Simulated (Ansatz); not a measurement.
Reaction (formal exchange of groups at the Sn–Cl bond): `C[O][Sn]([SH])([Cl])[Cl]` + CH₄ → `C[O][Sn]([CH3])([SH])[Cl]` + HCl

Calculated with Ansatz (gas phase, PBE0-D4/def2-TZVP geometries, no zero-point term in ΔE). CBS: MP2 limit from def2 TZ/QZ plus the TZ coupled-cluster correction, frozen cores. This one scheme is used for every species. Functionals use def2-TZVPP. Elements past krypton have def2 core potentials. For Sn outer-core shells are correlated without core-valence functions, which leaves a few kJ/mol of doubt a bond. Each species was taken in one conformer, which may not be the lowest.

CCSD(T)/CBS gives +0.92 eV.

Problem. Another level gave +0.96 eV. Which?
A. HF/def2-TZVPP
B. PBE0/def2-TZVPP
C. CCSD/def2-TZVPP
D. r2SCAN-D4/def2-TZVPP

Solution. B. PBE0 0.96, r2SCAN-D4 1.01, CCSD/def2-TZVPP 0.88, HF/def2-TZVPP 1.09 eV.

Largest T1 diagnostic among the species: 0.013.

In def2-TZVPP, CCSD(T) changes the Hartree–Fock value by −0.22 eV (the triples alone add −0.01 eV) and MP2 by −0.20 eV.
